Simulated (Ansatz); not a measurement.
One geometry of Al₁₂P₁₁F₃, several levels of theory.

```yaml
crystal:
  periodic: [false, false, false]
  atoms:
    - {symbol: Al, position_ang: [-1.625857, -3.450625, -0.940527]}
    - {symbol: P, position_ang: [-3.383045, -4.337162, -1.911083]}
    - {symbol: Al, position_ang: [-4.307547, -2.362011, -1.751657]}
    - {symbol: P, position_ang: [-5.499259, -0.532457, -1.829067]}
    - {symbol: Al, position_ang: [-3.784212, 0.469292, -0.891312]}
    - {symbol: P, position_ang: [0.693656, -3.943602, -1.136413]}
    - {symbol: Al, position_ang: [0.372536, -3.246359, 0.993140]}
    - {symbol: Al, position_ang: [0.981079, -1.645731, -1.258025]}
    - {symbol: P, position_ang: [-1.207263, -0.641666, -0.809800]}
    - {symbol: P, position_ang: [1.059291, -1.653099, 2.466007]}
    - {symbol: Al, position_ang: [-0.499882, -0.258772, 1.450842]}
    - {symbol: Al, position_ang: [-0.877886, 1.745980, -1.213593]}
    - {symbol: P, position_ang: [-2.983651, 2.707218, -1.081622]}
    - {symbol: P, position_ang: [-0.837602, 1.784200, 2.512302]}
    - {symbol: Al, position_ang: [-2.557033, 2.060080, 1.043119]}
    - {symbol: P, position_ang: [3.027736, -0.677613, -1.175875]}
    - {symbol: Al, position_ang: [2.556188, -0.432580, 1.050947]}
    - {symbol: Al, position_ang: [3.046537, 1.744416, -0.932184]}
    - {symbol: P, position_ang: [1.000059, 3.008697, -1.136338]}
    - {symbol: P, position_ang: [2.981901, 1.672389, 1.905975]}
    - {symbol: Al, position_ang: [0.968523, 2.437357, 1.081169]}
    - {symbol: P, position_ang: [4.992961, 2.782491, -1.370859]}
    - {symbol: Al, position_ang: [4.961683, 2.614265, 0.813869]}
    - {symbol: F, position_ang: [-1.429940, -3.416994, 0.998713]}
    - {symbol: F, position_ang: [-3.656706, 0.622219, 1.049594]}
    - {symbol: F, position_ang: [6.007723, 2.950056, 2.072688]}
basis:
  gaussian: {orbitals: STO-3G}
hamiltonian: {xc: hf}
scf: {omitted_lower_state_checks: [starts]}
output: {orbitals: {seedname: orbitals}}
```

The file start.molden holds the orbitals of an earlier run on this structure, at another level or in another basis.

```sh
$ ansatz run in.yaml --threads 2 --pin off --events-out ev --progress --plain --max-ram 32768MiB --backend cuda --devices 0, --max-vram 18GiB
```

Shortened log:

```
Functional definition: HF
2509 factors; integrals over basis functions are off by at most 8.0e-5 eV
mean field evaluation 1: about -186885.9532 eV, gradient 7.5e1 eV
mean field evaluation 2: about -186886.2654 eV, gradient 7.5e1 eV
mean field evaluation 4: about -186907.5177 eV, gradient 2.9e1 eV
mean field evaluation 8: about -186911.9912 eV, gradient 2.8e-1 eV
mean field -186911.98339116 eV, -6868.8886961325 hartree, gradient 5.9e-5 eV, S^2 0.000000; 0 other end points of the search recorded, 0 dependent functions left out
reference -186911.98339116 eV, -6868.8886961325 hartree; 174, 174 occupied and 48, 48 virtual orbitals, 2509 factors
Total energy: -186911.98339116 eV, -6868.8886961325 hartree
Checks for a lower state left out: starts
```

It took 4.8 s on 2 threads of AMD EPYC 7R13 on a shared host and a share (18 GiB) of an NVIDIA H100 80GB HBM3, peak host memory 0.85 GiB.

The first input with `gaussian: {orbitals: def2-SVP, fitting: {mean_field: def2-universal-jkfit}, initial_orbitals: start.molden}`, `hamiltonian: {xc: pbe0, dispersion: d4}` (abridged; 11 s):

```
Functional definition: PBE0
mean field -189369.74228476 eV, -6959.2096695435 hartree, gradient 1.5e-5 eV, S^2 0.000000
Total energy: -189372.58074146 eV, -6959.3139809033 hartree
Checks for a lower state left out: starts
```

First input, but with `gaussian: {orbitals: 6-31G}` (abridged; 7.5 s):

```
Functional definition: HF
mean field -189098.24720913 eV, -6949.2324095400 hartree, gradient 2.2e-5 eV, S^2 0.000000
Total energy: -189098.24720913 eV, -6949.2324095400 hartree
Checks for a lower state left out: starts
```

Geometry: r2SCAN-D4/def2-SVP.

Single mean-field runs in def2-SVP are fitted with def2-universal-jkfit. The restricted singlet is unstable towards broken spin symmetry at other levels; at HF/STO-3G, PBE0-D4/def2-SVP, HF/6-31G this wasn't settled.
